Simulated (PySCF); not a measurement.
## Excitation energy of W by level of theory

W [Xe] 4f14 5d4 6s2 (5D) → W [Xe] 4f14 5d5 6s1 (7S), as a difference of total energies. Calculation: PySCF 2.14, in x2c-TZVPPall with one added diffuse shell each of s, p, d, f type (12s8p8d4f1g, 113 functions); the spin-free X2C one-electron Hamiltonian (Gaussian nucleus). Correlated levels: valence: [Xe] 4f14 frozen. The calculations carry no spin-orbit coupling.

Task: Order these methods by the excitation energy they give, lowest first.
A. PBE
B. SCS-MP2 (valence)
C. PBE0
D. UHF

Result: D (-1.144 eV), C (-0.725 eV), A (-0.633 eV), B (0.159 eV).

Errors of the correlated levels include the incompleteness of this basis and the frozen core.

For comparison: -0.187 eV (measured; NIST levels, between the centres of gravity of the two terms).
